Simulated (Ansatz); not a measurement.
This geometry of FH + GaH3O2S (9 atoms, charge 0, multiplicity 1) is a first-order saddle point.

Computed with Ansatz, RKS BHLYP-D4/def2-SVP.

```xyz
9
Properties=species:S:1:pos:R:3
Ga 0.196 -0.285 0.251
S 0.152 1.459 -1.386
O -0.139 0.459 1.817
O 1.288 -1.655 0.046
H -1.062 0.437 -1.309
F -1.445 -0.563 -0.730
H -0.365 2.334 -0.508
H 0.140 -0.034 2.584
H 1.235 -2.152 -0.765
```

Q: Which two structures does it join? (They come from a converged band through this point; their orientation in space is the band's.)

A: Bonds broken: H5–F6. Bonds formed: S2–H5. FH + GaH3O2S becomes FGaH4O2S.

First end point:

```xyz
9
Properties=species:S:1:pos:R:3
Ga 0.355 -0.119 0.216
S 0.375 1.438 -1.393
O -0.104 0.473 1.815
O 1.146 -1.691 0.053
H -1.578 0.145 -1.230
F -1.675 -0.580 -0.647
H 0.004 2.411 -0.544
H -0.042 -0.160 2.526
H 1.518 -1.918 -0.795
```

Last end point:

```xyz
9
Properties=species:S:1:pos:R:3
Ga -0.024 -0.586 0.254
S 0.070 1.468 -1.323
O -0.199 0.448 1.689
O 1.424 -1.585 0.045
H -1.197 1.221 -1.696
F -1.500 -1.125 -0.533
H -0.284 2.228 -0.272
H 0.357 0.220 2.430
H 1.352 -2.290 -0.594
```

Q: How far does it lie above each of them?

A: 9.0 kcal/mol above the first and 13.2 kcal/mol above the second. This is the barrier of this one path; another mechanism may lie lower. The orbitals stay closed-shell, which can raise the energy where a bond breaks towards radicals; this wasn't checked here.

Run time: 5.7 min on 2 threads of Arm Neoverse V1, on a shared host, peak memory 0.29 GiB.
